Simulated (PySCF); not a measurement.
Structure with atom numbers: `[CH3:1][C:2]#[C:3][C@@H:4]1[CH2:5][Si@@H:6]1[N:7]([CH3:8])[CH3:9]`. Each H is labelled by its parent atom. Ha(C5) is cis to C3 on the ring; Hb(C5) is trans to C3 on the ring.

Averaged over atoms made equivalent by symmetry, fast rotation or ring inversion, one computed conformer, in vacuum, non-relativistic. PBE0-D3(BJ)/def2-SVP geometry; σ from GIAO-PBE0/pcSseg-1; PySCF 2.14.

**Question.** Predict the 2D correlation tables (HSQC, COSY, HMBC).

**Answer.** 

HSQC (one-bond C–H):
```tsv
δH	δC
2.56 (H(C8)/H(C9))	39.1 (C8/C9)
1.89 (H(C1))	5.2 (C1)
1.28 (H(C4))	-0.9 (C4)
0.55 (Hb(C5))	7.4 (C5)
0.53 (Ha(C5))	7.4 (C5)
```

COSY cross peaks (H two or three bonds apart, from the bond graph; peaks can be absent where the dihedral angle is near 90°):
```tsv
δH	δH
4.16 (H(Si6))	1.28 (H(C4))
4.16 (H(Si6))	0.55 (Hb(C5))
4.16 (H(Si6))	0.53 (Ha(C5))
1.28 (H(C4))	0.55 (Hb(C5))
1.28 (H(C4))	0.53 (Ha(C5))
0.55 (Hb(C5))	0.53 (Ha(C5))
```

HMBC (two and three bonds, from the bond graph):
```tsv
δH	δC
4.16 (H(Si6))	87.3 (C3), 39.1 (C8/C9), 7.4 (C5), -0.9 (C4)
2.56 (H(C8)/H(C9))	39.1 (C8/C9)
1.89 (H(C1))	87.3 (C3), 78.7 (C2)
1.28 (H(C4))	87.3 (C3), 78.7 (C2), 7.4 (C5)
0.55 (Hb(C5))	87.3 (C3), -0.9 (C4)
0.53 (Ha(C5))	87.3 (C3), -0.9 (C4)
```

Referencing at the same level of theory: $^{1}$H (σ = 31.27 ppm) and $^{13}$C (σ = 184.41 ppm) against TMS.

Short H···H contacts in this conformer between protons four or more bonds apart (candidates for NOE cross peaks, intensity ∝ r⁻⁶): H(Si6)···H(C9) 2.69 Å.

Shifts are as computed. Against solution values, carbons near 30 ppm lie about +2 ppm off and those near 130 ppm about +5 ppm. Of 1309 compounds with measured shifts, 239 miss one by over three times the rms of a fit or turn the order of signals round; such compounds aren't used in these exercises.
